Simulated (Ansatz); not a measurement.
`NBF` + `O[SiH3]` → `NBO[SiH3]` + H–F  (ligand exchange at a B–F bond)

Program: Ansatz. Geometries: PBE0-D4/def2-TZVP. ΔE: electronic, gas phase. CBS: MP2 limit from def2 TZ/QZ plus the TZ coupled-cluster correction, frozen cores. This one scheme is used for every species. Functionals use def2-TZVPP. Each species was taken in one conformer, which may not be the lowest.

`NBF`:

```xyz
6

N     0.413    0.575   -0.171
B    -0.395   -0.519    0.113
F    -0.296   -1.113    1.307
H     0.378    1.056   -1.051
H     1.079    0.948    0.485
H    -1.179   -0.947   -0.683
```

`O[SiH3]`:

Z-matrix (Å, degrees):
```
Si
O 1 1.648
H 1 1.489 2 111.7
H 1 1.489 2 111.7 3 120.9
H 1 1.481 2 105.9 3 -119.6
H 2 0.957 1 117.9 3 -60.5
```

`NBO[SiH3]`:

```xyz
10

N    -0.081    2.150    0.154
B    -0.199    0.795    0.466
O     0.189   -0.142   -0.456
Si    0.195   -1.783   -0.436
H    -0.349    2.877    0.791
H     0.281    2.475   -0.727
H    -0.639    0.466    1.535
H    -0.647   -2.280   -1.554
H     1.587   -2.261   -0.626
H    -0.337   -2.298    0.853
```

H–F:

Cartesian coordinates in Å:
```
F 0.003 -0.224 -0.401
H -0.003 0.224 0.401
```

```tsv
level	ΔE (kcal/mol)
ωB97M-V	4.3
CAM-B3LYP	5.3
MP2/def2-TZVPP	2.9
MP2/CBS(def2)	2.3
```

(1) What does CCSD(T)/CBS give? (Estimate.)

Largest T1 diagnostic among the species: 0.012.

Answers

(1) Computed: +2.8 kcal/mol. The listed levels differ from it by 1.5, 2.5, 0.1, -0.5 kcal/mol.

In def2-TZVPP, CCSD(T) changes the Hartree–Fock value by −2.3 kcal/mol (the triples alone add −0.3 kcal/mol) and MP2 by −2.8 kcal/mol. The D4 term adds −1.5 kcal/mol with B3LYP and −0.9 kcal/mol with PBE0; it sums over pairs of atoms, weighted by their polarisabilities, and B3LYP, whose exchange is more repulsive, gets the larger term.

B3LYP here is the variant with VWN-RPA as its local correlation; programs differ in this.
